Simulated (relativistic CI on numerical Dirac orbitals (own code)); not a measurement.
Tc²⁵⁺: sensitivity of the levels to the model

Base calculation: Dirac-Coulomb-Breit CI, separate exchange-only KLI orbitals for each configuration, model QED (radiative potential, 1s self-energy scaled to tabulated hydrogen-like ionisation energies), unscaled Slater integrals.

Configuration list (outside the closed core [Ne]): 3s²3p⁶, 3s²3p⁵3d, 3s3p⁶3d, 3s²3p⁵4s, 3s²3p⁵4p, 3s²3p⁵4d, 3s3p⁶4s, 3p⁶3d4p, 3p⁶3d², 3p⁵3d³, 3p⁵3d²4s, 3p⁵3d²4p, 3p⁵3d²4d, 3p⁶3d4s, 3p⁵3d4s², 3p⁵3d4s4p, 3p⁵3d4s4d. Double excitations out of closed p, d and f shells are left out; levels of such configurations are missing from the list, as are those of other unlisted configurations, and high levels can miss mixing partners.

Variants: (1) configuration mixing switched off. Shifts of the energy above 3s²3p⁶ ¹S0, in eV, for the lowest level and the first level of each name with at least 55 % of one term (blank where a level changes its place among those of its configuration and J or its character, or is not in the variant):

| Level | Base | Δ(1) |
| --- | --- | --- |
| 3s²3p⁶ ¹S0 | 0.000 | 0.000 |
| 3s²3p⁵3d ³P°0 | 114.316 | -0.061 |
| 3s²3p⁵3d ³P°1 | 117.191 | -0.061 |
| 3s²3p⁵3d ³F°3 | 122.359 | -0.065 |
| 3s²3p⁵3d ³F°4 | 124.296 | -0.064 |
| 3s²3p⁵3d ³D°3 | 132.962 | -0.065 |
| 3s²3p⁵3d ³D°1 | 140.830 | -0.062 |
| 3s²3p⁵3d ³F°2 | 147.106 | -0.065 |
| 3s²3p⁵3d ¹P°1 | 177.650 | -0.026 |
| 3s3p⁶3d ³D1 | 244.471 | -0.235 |
| 3s3p⁶3d ³D2 | 246.006 | -0.218 |
| 3s3p⁶3d ³D3 | 249.770 | -0.232 |
| 3s3p⁶3d ¹D2 | 258.838 | +0.118 |
| 3p⁶3d² ³F2 | 496.409 | -0.253 |
| 3p⁶3d² ³F3 | 500.547 | -0.219 |
| 3p⁶3d² ³F4 | 504.115 | -0.221 |
| 3p⁶3d² ³P0 | 505.847 | -0.229 |
| 3p⁶3d² ³P1 | 508.205 | -0.211 |
| 3p⁶3d² ¹G4 | 512.115 | -0.257 |
| 3p⁶3d² ³P2 | 512.827 | -0.369 |
| 3p⁶3d² ¹S0 | 528.088 | -0.479 |
| 3p⁵3d³ ⁵D°1 | 606.093 | -0.288 |

At this charge energies of transitions that change n are usually good to better than 1 %, and those within a shell (Δn = 0) to a few per cent.

Ionisation energy from the two ground configurations alone: base 1353.69 eV. The NIST ASD value (semi-empirical) is 1354 eV.

LS names give the leading component of a level, which can be under half, so a name can repeat, a term be missing and a line seem to break the LS rules.
